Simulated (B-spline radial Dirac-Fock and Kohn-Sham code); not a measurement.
# Br 2s: cross section and angular parameters

System: the free bromine atom, configuration [Ar] 3d10 4s2 4p5; threshold 1782.0 eV (tabulated edge). Calculated with a radial B-spline solver, using Dirac-Hartree-Slater photoionisation with a Latter tail; cross sections with all multipoles, angular parameters from the dipole term and its interference with E2.

The run's input, task.json:

```json
{"items": [{
  "Z": 35,
  "q": 0,
  "cfg": [[1, 0, 2], [2, 0, 2], [2, 1, 6], [3, 0, 2], [3, 1, 6], [3, 2, 10], [4, 0, 2], [4, 1, 5]],
  "A": 79,
  "rrms": 4.1629,
  "do": "xps",
  "hv": [60, 65.3, 70.8, 80, 84.0, 85.2, 173.0, 178.0, 278.0, 332.0, 410.0, 447.0, 600, 710.0, 800, 921.0, 1000, 1486.9, 1750.0, 2260.0, 2370.0, 2930.0, 4000, 4930.0, 5460.0, 5640.0, 7890.0, 8047.8, 10400.0, 13400.0],
  "edges": {"K": 13474.0, "L1": 1782.0, "L2": 1596.0, "L3": 1550.0, "M1": 257.0, "M2": 189.0, "M3": 182.0, "M4": 70.0, "M5": 69.0}
}]}
```

Command: `python xray2_run.py task.json out`

```tsv
hν (eV)	σ (kb)	β	γ
2260	51.9	1.998	0.222
2370	47.9	1.998	0.134
2930	33.2	1.998	-0.058
4000	?	?	?
4930	12.2	1.998	0.134
5460	9.92	1.998	0.228
5640	9.27	1.998	0.261
7890	4.48	1.998	0.669
8047.8	4.28	1.998	0.696
10400	2.38	1.998	1.071
13400	1.30	1.998	1.492
```

Q: Give the values at 4000 eV.

A: σ = 18.6 kb, β = 1.998, γ = -0.013. For an s subshell δ is negligible.
